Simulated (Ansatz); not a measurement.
Abridged output of a molecular run in Ansatz:

```
Functional definition: HF
  name "HF"
  cite "Fock, Z. Phys. 61, 126 (1930) doi:10.1007/BF01340294"
  parent pbe
  exchange = exact_x
  correlation = 0
1763 factors; integrals over basis functions are off by at most 9.9e-4 eV
mean field evaluation 1: about -35560.9269 eV, gradient 3.0e1 eV
mean field evaluation 2: about -35561.3186 eV, gradient 3.0e1 eV
mean field evaluation 4: about -35564.5061 eV, gradient 3.7e0 eV
mean field evaluation 8: about -35564.5719 eV, gradient 2.7e-1 eV
mean field -35564.57225604 eV, -1306.9739238767 hartree, gradient 5.7e-6 eV, S^2 0.000000; 0 other end points of the search recorded, 0 dependent functions left out
21 core orbitals not correlated: weight in the atoms' cores, before any rotation towards them, 1.000 or more for the frozen orbitals, at most 0.000 for the correlated occupied ones
reference -35564.57225604 eV, -1306.9739238767 hartree; 15, 15 occupied and 275, 275 virtual orbitals, 1763 factors
second order -19.42379644 eV of doubles, -0.00000000 eV of singles
cycle   1  -20.71684106 eV  change    -1.3e0 eV  update   1.1e-1
cycle   2  -21.34281026 eV  change   -6.3e-1 eV  update   3.2e-2
cycle   3  -21.43141638 eV  change   -8.9e-2 eV  update   1.4e-2
cycle   4  -21.42283200 eV  change    8.6e-3 eV  update   3.7e-3
cycle   5  -21.42144527 eV  change    1.4e-3 eV  update   1.4e-3
cycle   6  -21.42120528 eV  change    2.4e-4 eV  update   4.0e-4
cycle   7  -21.42110684 eV  change    9.8e-5 eV  update   1.3e-4
cycle   8  -21.42115753 eV  change   -5.1e-5 eV  update   4.8e-5
cycle   9  -21.42117186 eV  change   -1.4e-5 eV  update   1.8e-5
perturbative correction -0.94521841 eV, -0.0347361360 hartree
Total energy: -35586.93864631 eV, -1307.7958735586 hartree
```

Its atoms:

Z-matrix (Å, degrees):
```
Si
C 1 1.888
Si 1 2.704 2 44.0
Si 1 2.338 2 115.2 3 115.0
S 1 2.163 2 95.0 3 -0.8
H 1 1.490 2 113.0 3 -116.3
H 2 1.091 1 113.2 3 116.7
H 2 1.091 1 114.4 3 -117.4
H 3 1.486 1 125.1 2 89.7
H 3 1.486 1 126.4 2 -88.8
H 4 1.488 1 108.8 2 -45.2
H 4 1.487 1 110.2 2 -164.7
H 4 1.490 1 111.1 2 74.5
```

(1) Which basis set was used?
A. def2-SVPD
B. cc-pV(Q+d)Z
C. def2-TZVPP
D. def2-SVP

(2) Write the keys of the input that set method, charge and spin (a neutral closed shell needs none for the last two).

Results:

(1) C. It gives 311 functions.

(2) 
```yaml
correlation: {method: ccsd_t}
```
